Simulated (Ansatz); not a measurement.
Start from `[SiH3]C([SiH3])BCl` and change one atom or group to get `[SiH3]C([SiH3])[TeH]`.

Ansatz, PBE0-D4/def2-TZVP geometries, multiplicity 1. Each molecule was computed in one conformer, which needn't be the lowest.

Elements past krypton have def2 core potentials.

```json
{"property": "LUMO energy (PBE/def2-TZVPP) / eV", "`[SiH3]C([SiH3])BCl`": "-2.42"}
{"property": "LUMO energy (PBE0/def2-TZVPP) / eV", "`[SiH3]C([SiH3])BCl`": "-1.49"}
{"property": "size of the dipole moment (PBE/def2-TZVPP) / D", "`[SiH3]C([SiH3])BCl`": "1.06"}
{"property": "size of the dipole moment (B3LYP/def2-TZVPP) / D", "`[SiH3]C([SiH3])BCl`": "1.09"}
{"property": "size of the dipole moment (ωB97M-V/def2-TZVPP) / D", "`[SiH3]C([SiH3])BCl`": "1.07"}
{"property": "HOMO energy (PBE0/def2-TZVPP) / eV", "`[SiH3]C([SiH3])BCl`": "-8.46"}
```

Q: Give the same properties after the change, and the shifts. (Best estimate.)

A: Ansatz gave: 
| property | `[SiH3]C([SiH3])[TeH]` | shift |
| --- | --- | --- |
| LUMO energy (PBE/def2-TZVPP) / eV | -1.93 | 0.49 |
| LUMO energy (PBE0/def2-TZVPP) / eV | -1.11 | 0.38 |
| size of the dipole moment (PBE/def2-TZVPP) / D | 0.62 | -0.44 |
| size of the dipole moment (B3LYP/def2-TZVPP) / D | 0.63 | -0.46 |
| size of the dipole moment (ωB97M-V/def2-TZVPP) / D | 0.62 | -0.45 |
| HOMO energy (PBE0/def2-TZVPP) / eV | -6.38 | 2.08 |

With PBE0 the HOMO rises by 2.08 eV and the LUMO rises by 0.38 eV, so the gap narrows by about 1.70 eV. PBE moves the HOMO by 1.77 eV and ωB97M-V by 2.21 eV. Dipoles are sizes alone; their direction can turn.

B3LYP here is the variant with VWN-RPA as its local correlation; programs differ in this.

Spin–orbit coupling is left out; it splits and shifts lone-pair levels of the heavy atoms by tenths of an eV.
